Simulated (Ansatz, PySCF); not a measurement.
FK, charge +1, doublet, at the geometry of the source list (a state made from the parent by changing its charge; the spin is typed, not shown lowest), atoms displaced at random by about 0.08 Å a coordinate. Base run: PySCF with B3LYP/def2-TZVP, gradient.

PySCF was given this input:
```python
from pyscf import gto, scf, dft

mol = gto.Mole()
mol.atom = '''
    K    -0.48196197   -0.42106743   -0.74855182
    F     0.35496716    0.58930548    0.81794843
'''
mol.basis = 'def2-tzvp'
mol.charge = 1
mol.spin = 1
mol.verbose = 4
mol.build()

mf = dft.UKS(mol)
mf.xc = 'b3lyp'
mf.kernel()
g = mf.nuc_grad_method()
grad = g.kernel()
```

Programs used: Ansatz (a program for electronic structure), PySCF; a row that names a program was run with it.

The coordinate followed is x of atom 2.

Variants of this job, named by their change:

```json
[
 {"change": "base", "dE/dx (Eh/bohr)": "-0.022764", "net force (Eh/bohr)": "0.000268"},
 {"change": "grids.level = 1; grid_response = off", "dE/dx (Eh/bohr)": "-0.021895", "net force (Eh/bohr)": "0.002884"},
 {"change": "finite difference step (bohr) = 1e-3; conv_tol = 1e-11", "dE/dx (Eh/bohr)": "-0.022741", "net force (Eh/bohr)": "-"},
 {"change": "density fitting = on", "dE/dx (Eh/bohr)": "-0.022768", "net force (Eh/bohr)": "0.000268"},
 {"change": "grids.level = 0; grid_response = on", "dE/dx (Eh/bohr)": "-0.021574", "net force (Eh/bohr)": "0.000000"},
 {"change": "finite difference step (bohr) = 1e-4; conv_tol = 1e-11", "dE/dx (Eh/bohr)": "-0.022741", "net force (Eh/bohr)": "-"},
 {"change": "grid_response = on", "dE/dx (Eh/bohr)": "-0.022740", "net force (Eh/bohr)": "0.000000"},
 {"change": "finite difference step (bohr) = 0.05; conv_tol = 1e-11", "dE/dx (Eh/bohr)": "-0.022734", "net force (Eh/bohr)": "-"},
 {"change": "grids.level = 5; grid_response = off", "dE/dx (Eh/bohr)": "-0.022819", "net force (Eh/bohr)": "0.000069"},
 {"change": "code = ansatz", "dE/dx (Eh/bohr)": "-0.022761", "net force (Eh/bohr)": "0.000000"},
 {"change": "grids.level = 0; grid_response = off", "dE/dx (Eh/bohr)": "-0.023004", "net force (Eh/bohr)": "0.012894"},
 {"change": "grids.level = 5; grid_response = on", "dE/dx (Eh/bohr)": "-0.022772", "net force (Eh/bohr)": "0.000000"}
]
```

The net force is zero for an exact gradient.

Open shells are given as the SCF converged; they aren't shown to be the lowest states, and a large step between rows can be another state.
